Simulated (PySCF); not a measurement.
**Barium: a sound run and one with changed settings**

Sound run: Ba [Xe] 6s2, Ba⁺ [Xe] 6s1. Calculation: PySCF 2.14, in cc-pVDZ-X2C; the spin-free X2C one-electron Hamiltonian (Gaussian nucleus). In the sound run the correlated levels freeze [Xe]. The sound run starts from symmetry-adapted Hartree-Fock orbitals and uses a fine grid where one is needed.

Changed run: initial guess 1e, at most 50 SCF cycles.

| species | method | sound run (hartree) | changed run (hartree) | converged |
| --- | --- | --- | --- | --- |
| Ba | UHF | -8131.63537 | -8131.63537 | yes |
| Ba | BP86 | -8135.65677 | -8135.65677 | yes |
| Ba | M06-L | -8134.53585 | -8134.53585 | yes |
| Ba | MP2 | -8131.65015 | -8131.65015 | yes |
| Ba | CCSD(T) | -8131.65867 | -8131.65867 | yes |
| Ba⁺ | UHF | -8131.47815 | -8131.44780 | yes |
| Ba⁺ | BP86 | -8135.45918 | -8135.45919 | yes |
| Ba⁺ | M06-L | -8134.33951 | -8134.33735 | yes |

Ionisation energy of Ba:

| method | sound run (eV) | changed run (eV) |
| --- | --- | --- |
| BP86 | 5.377 | 5.377 |

The plain start fixes occupations by D2h representation alone, and Ba⁺ at UHF, Ba⁺ at M06-L landed in another state (other ⟨L²⟩ or ⟨S²⟩). 

For comparison, NIST gives 5.212 eV between the lowest levels.
